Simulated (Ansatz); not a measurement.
Reaction (ligand exchange at the Si–C bond): `N=CC[SiH3]` + `O=C(O)O` → `O=C(O)O[SiH3]` + `CC=N`

Computed with Ansatz on PBE0-D4/def2-TZVP structures; ΔE is electronic, products minus reactants. CCSD(T)/CBS adds triple-zeta CCSD(T) − MP2 to the extrapolated MP2 energy (def2 sets, frozen cores). Functionals use def2-TZVPP. B3LYP here is the variant with VWN-RPA as its local correlation; programs differ in this. Each species was taken in one conformer, which may not be the lowest.

```json
{"level": "B3LYP", "ΔE (kJ/mol)": "-88.0"}
{"level": "HF/CBS(def2)", "ΔE (kJ/mol)": "-103.8"}
```

Question: What does CCSD(T)/CBS give? (An estimate is asked.)

Answer: Ansatz gave: -86.5 kJ/mol. The listed levels differ from it by -1.5, -17.3 kJ/mol.

Question: What do rigid-rotor, harmonic-oscillator terms from PBE0-D4/def2-TZVP frequencies (298.15 K, 1 bar) make of the CCSD(T)/CBS value? (Estimate.)

Answer: The calculation gave: ΔZPE = -0.7 kJ/mol, ΔH = -86.6 kJ/mol, ΔS = 4 J/(mol·K), ΔG = -87.7 kJ/mol.

Largest T1 diagnostic among the species: 0.014.

At CCSD(T), def2-SVP lies +7.0 kJ/mol from the extrapolated value and def2-TZVPP +0.5 kJ/mol. Leaving LDA and LC-ωPBE aside and taking each functional with its dispersion term where it has one, the values, not all of them listed here, spread over 22.3 kJ/mol, from BHLYP-D4 to revPBE-D4. In def2-TZVPP, CCSD(T) changes the Hartree–Fock value by +16.2 kJ/mol (the triples alone add +2.1 kJ/mol) and MP2 by +16.2 kJ/mol.
